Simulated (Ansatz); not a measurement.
Zn₁₂S₁₂ (started as a model of: Zn12S12 wurtzite hole rod). The state is a singlet with charge 0. Geometry PBE-D4/def2-SVP, basis def2-SVP, Ansatz.

```json
{"run": "A", "HOMO (eV)": "-9.24", "LUMO (eV)": "0.79"}
{"run": "B", "HOMO (eV)": "-5.74", "LUMO (eV)": "-2.98"}
{"run": "C", "HOMO (eV)": "-6.07", "LUMO (eV)": "-2.81"}
{"run": "D", "HOMO (eV)": "-6.86", "LUMO (eV)": "-2.22"}
```

Single mean-field runs in def2-SVP are fitted with def2-universal-jkfit. Another isomer (singlet) lies 2.49 eV lower at PBE0-D4/def2-TZVP; other spin states weren't run for this one.

The runs used HF, PBE, PBE0, r2SCAN. Estimate which is which.

A HF (100 % exact exchange); B PBE (0 % exact exchange); C r2SCAN (0 % exact exchange); D PBE0 (25 % exact exchange). Exact exchange lowers occupied and raises empty levels; among semilocal functionals meta-GGAs tend to open the gap a little, and such runs are hard to tell apart. The gap grows from 2.76 eV (PBE) to 10.03 eV (HF).
